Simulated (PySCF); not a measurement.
Spinor energies of Mn⁺ (manganese, charge +1)

Start: [Ar] 3d6; 3d3/2 filled at m_j = +3/2; 3d5/2 filled at m_j = -3/2, -1/2, +1/2, +3/2, +5/2. Calculated with PySCF 2.14 in x2c-SVPall-2c with one added diffuse shell each of s, d type (6s5p4d1f, 48 functions): generalised Hartree-Fock with the X2C-1e Hamiltonian and a Gaussian nucleus; one run each with spin-orbit coupling (SO) switched off, then screened by Boettger's factors. This is a chosen level, not necessarily the ground level.

```tsv
spinor shell	electrons	ε, spin-free (eV)	ε, screened SO (eV)	weight of nominal j (screened SO)	rms radius, screened SO (bohr)
1s1/2	2	-6598.9	-6598.9	1.000	0.0704
2s1/2	2	-805.03	-805.01	1.000	0.302
2p1/2	2	-679.08	-686.54	0.989	0.271
3s1/2	2	-108.08	-108.06	1.000	0.921
3p3/2	4	-70.751	-70.121	0.830	0.997
3p1/2	2	-70.751	-71.990	0.660	0.995
3d5/2	5	-18.147	-19.030	0.591	1.40
3d3/2	1	-18.147	-13.701	0.792	1.66
```

**Question.** Where does 2p3/2 lie, and what is the 2p spin-orbit splitting (screened SO)?

**Answer.** At -675.38 eV, 11.157 eV above 2p1/2.

| quantity | spin-free | screened SO |
| --- | --- | --- |
| E (hartree) | -1156.86023 | -1156.87172 |
| M_J | 4 | 4 |
| ⟨J²⟩ | 20.023 | 20.023 |
| ⟨L²⟩ | 6.008 | 6.012 |
| ⟨S²⟩ | 6.015 | 6.012 |

Each row is a mean over spinors that exchange with the open shell spreads, by up to 13.320 eV (3p3/2).

Rows whose weight is well below 1 are mixtures of j = l ± 1/2: exchange outweighs spin-orbit coupling there, and the label is only the starting occupation.

Without spin-orbit coupling the j labels of p, d and f shells carry no meaning; the spin-free column gives the mean over the occupied spinors of each nl shell.
